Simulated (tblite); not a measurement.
Compound: C7H14OSi.
Geometry (GFN2-xTB, Å), atoms numbered from 1 in this order:
```xyz
23
C7H14OSi angstrom
C     -1.559    1.997    0.922
C     -1.455    1.063   -0.005
C     -0.205    0.302   -0.396
C      0.153    0.945   -1.721
O     -0.115    0.516   -2.808
C     -0.567   -1.173   -0.621
C     -1.035   -1.875    0.647
C      0.951    0.498    0.585
Si     2.546   -0.446    0.138
H     -0.733    2.314    1.535
H     -2.501    2.480    1.121
H     -2.326    0.792   -0.590
H      0.672    1.917   -1.603
H      0.303   -1.692   -1.030
H     -1.355   -1.218   -1.376
H     -1.853   -1.325    1.110
H     -1.385   -2.877    0.410
H     -0.226   -1.961    1.368
H      0.615    0.219    1.584
H      1.188    1.564    0.628
H      2.790   -0.342   -1.301
H      2.449   -1.852    0.534
H      3.644    0.180    0.878
```

Computed values, GFN2-xTB/tblite, gas phase, harmonic and unscaled. This tight-binding method is rough: wavenumbers can miss measured ones by several per cent, in bad cases by 10 to 20. Modes of hydrogen on silicon can be 10 to 20 % off. One conformer, not necessarily the lowest.

Harmonic wavenumbers (cm⁻¹): 51.2, 65.5, 84.2, 118.6, 128.0, 158.9, 190.0, 224.8, 250.6, 278.8, 309.8, 374.5, 416.3, 478.1, 513.7, 535.4, 606.5, 655.4, 733.8, 776.5, 782.6, 792.7, 800.1, 805.1, 827.6, 887.8, 899.6, 972.1, 1011.5, 1024.1, 1030.2, 1059.3, 1102.1, 1138.0, 1205.1, 1218.7, 1246.1, 1284.4, 1305.7, 1341.3, 1384.1, 1411.1, 1414.5, 1486.1, 1490.7, 1501.7, 1513.6, 1698.0, 1783.8, 2258.9, 2263.8, 2273.7, 2743.8, 2963.8, 2971.7, 2987.3, 2990.9, 3029.2, 3036.0, 3043.3, 3051.3, 3107.2, 3129.9.

A = 1431, B = 1040, C = 952.4 MHz; mass 142.081 u (most abundant isotopes); point group C1, symmetry number 1.

What is the zero-point energy?

½Σν̃ = 40610 cm⁻¹ = 485.80 kJ/mol.

Entropy at 500 K, 1 bar (ideal gas, RRHO, classical rotation)?

Translation 181.42, rotation 131.16, vibration 264.38: S = 577.0 J/(mol K).

And Cp and H(500 K) − H(0)?

Cp = 288.08 J/(mol K), of which vibrations give 254.82 (their classical limit is 63 R = 523.8); H(500 K) − H(0) = 83.99 kJ/mol without the zero-point energy, 67.36 from vibrations.

How do the functions run with temperature in this model?

```csv
T (K),S (J/(mol K)),Cp (J/(mol K)),H − H(0) (kJ/mol),G − H(0) (kJ/mol),ln q(vib)
150,348.0,119.3,11.47,-40.73,3.88
250,420.7,170.3,25.92,-79.25,7.31
298.15,452.9,195.4,34.73,-100.29,8.93
400,517.4,245.7,57.24,-149.74,12.32
600,632.7,323.6,114.62,-265.00,18.80
900,779.6,399.9,224.08,-477.56,27.87
```

q(vib) and H(0) count from the zero-point level.

Which modes carry the vibrational entropy at 500 K?

51.2 cm⁻¹: 24.24; 65.5 cm⁻¹: 22.20; 84.2 cm⁻¹: 20.12; 118.6 cm⁻¹: 17.29; 128.0 cm⁻¹: 16.67; 158.9 cm⁻¹: 14.89 J/(mol K); the other 57 give 148.96 together.

What must be added to the electronic energy to get the Gibbs energy at 500 K and 1 bar?

ZPE + [H(500 K) − H(0)] − T·S = 485.80 + 83.99 − 288.48 = 281.31 kJ/mol.

Blend soft modes into free rotors: weight 1/[1 + (100 cm⁻¹/ν̃)⁴] for the oscillator and the rest for a rotor with moment μB/(μ + B), μ = h/(8π²ν), B = 10⁻⁴⁴ kg m². What vibrational entropy results?

245.72 J/(mol K) in place of 264.38, which changes −T·S at 500 K by +9.33 kJ/mol.

Hindered rotation and anharmonicity are outside this model. Other conformers, if any are populated, would add a mixing term that is left out. The structure is chiral; the term R ln 2 for an equal mix with its mirror image is left out.

Time: 1.9 s. Hardware: one thread of an Arm Neoverse N1, no GPU, on a shared host. The figure is for the frequency step alone.
